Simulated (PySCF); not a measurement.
**Electric field gradients and quadrupole coupling constants**

Species: C5H6O3P (charge -1).
Cartesian coordinates in Å at the GFN2-xTB level; atoms count from 1:
```xyz
15
C5H6O3P angstrom
C     -2.1353    0.6504    0.2042
P     -1.2484   -0.9821    0.0384
O     -1.4328   -1.7826    1.2800
O     -1.5678   -1.5955   -1.2811
C      0.4734   -0.3382    0.0051
C      1.1384    0.4243   -0.9925
C      2.4143    0.5909   -0.5628
O      2.6022   -0.0138    0.6322
C      1.4116   -0.5746    0.9558
H     -1.9285    1.2943   -0.6462
H     -1.8517    1.1480    1.1280
H     -3.2003    0.4232    0.2301
H      0.7070    0.7820   -1.9063
H      3.2641    1.0945   -0.9869
H      1.3493   -1.1127    1.8800
```

Field gradients from the PBE0/pcSseg-1 density (PySCF, non-relativistic), principal values in atomic units, ordered |Vxx| ≤ |Vyy| ≤ |Vzz|:

```
atom      Vxx      Vyy     Vzz
  O3  -0.3257  -0.4609  0.7866
  O4  -0.3440  -0.4353  0.7793
  O8  -0.6575  -0.7596  1.4171
```

Question: Find the asymmetry η = (Vxx − Vyy)/Vzz and the couplings χ = eQV/h (234.96 MHz × Q in barn × V in au), with Q(17O) = −0.0256 b.

Answer: 
```json
{"atom": "O3", "environment": "oxygen bonded to P", "nucleus": "17O", "η": "0.17", "χzz (MHz)": "-4.732", "χxx (MHz)": "1.959", "χyy (MHz)": "2.772"}
{"atom": "O4", "environment": "oxygen bonded to P", "nucleus": "17O", "η": "0.12", "χzz (MHz)": "-4.688", "χxx (MHz)": "2.069", "χyy (MHz)": "2.618"}
{"atom": "O8", "environment": "furan-type oxygen", "nucleus": "17O", "η": "0.07", "χzz (MHz)": "-8.52", "χxx (MHz)": "3.95", "χyy (MHz)": "4.57"}
```

Question: What is Vzz at O8 in SI units (1 au = 9.71736 × 10²¹ V/m²)?

Answer: 1.4171 au = 13.770 × 10²¹ V/m².

Question: What couplings would deuterons (Q(2H) = 0.00286 b) have in place of the hydrogens, at this geometry?

Answer: 
| atom | bonded to | bond length (Å) | Vzz (au) | η | χzz (kHz) |
| --- | --- | --- | --- | --- | --- |
| H10 | C1 | 1.087 | 0.3278 | 0.02 | 220 |
| H11 | C1 | 1.087 | 0.3262 | 0.02 | 219 |
| H12 | C1 | 1.089 | 0.3225 | 0.01 | 217 |
| H13 | C6 | 1.072 | 0.3511 | 0.05 | 236 |
| H14 | C7 | 1.075 | 0.3434 | 0.12 | 231 |
| H15 | C9 | 1.071 | 0.3460 | 0.08 | 232 |

The structure is a single GFN2-xTB conformer in the gas phase; no vibrational or solvent corrections. The pcSseg-1 basis has no diffuse functions, a weakness for an anion. GFN2-xTB bond lengths can be off by several hundredths of an ångström, more for odd bonds, and the gradients follow them. With so small a basis the couplings can be 20 % off.
